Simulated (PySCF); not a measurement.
## [Gd(PH3)]3+ relaxed at several levels

Computed with PySCF 2.14.0, def2-SVP on the ligands, density fitting, scalar-relativistic core potentials, no spin-orbit coupling, vacuum. Each row is relaxed at its own level from the same template. Distances are means of the shortest metal–ligand contacts, charges and spins Mulliken's; removal energies are rigid, with the ligand's formal charge and no counterpoise, so too large; for an anion taken off a cation in vacuum most of it is the attraction of opposite charges, and multiply charged cations can part far more cheaply with an electron moved from ligand to metal. lcecp potentials hold a fixed number of 4f electrons in the core, out of states, spins and gaps.

```
level      basis on the metal  point group  M–PH3 (Å)  charge on M (e)  removal of one PH3 (eV)  unstable modes (below −25 cm⁻¹)
 TPSS  lcecp-1-SVP with ECP53          C3v      2.965             2.30                     5.63                        not given
```

Q: What does the calculation give for PBE0, lcecp-1-SVP with ECP53?

A: point group: C3v, M–PH3 (Å): 2.928, charge on M (e): 2.31, removal of one PH3 (eV): 5.60, unstable modes (below −25 cm⁻¹): 0.
```xyz
5

Gd    0.0000    0.0000   -0.4072
P     0.0000    0.0000    2.5203
H     1.3285    0.0000    3.0428
H    -0.6643    1.1505    3.0428
H    -0.6643   -1.1505    3.0428
```

One start shape was tried for each, so a minimum needn't be the lowest isomer.
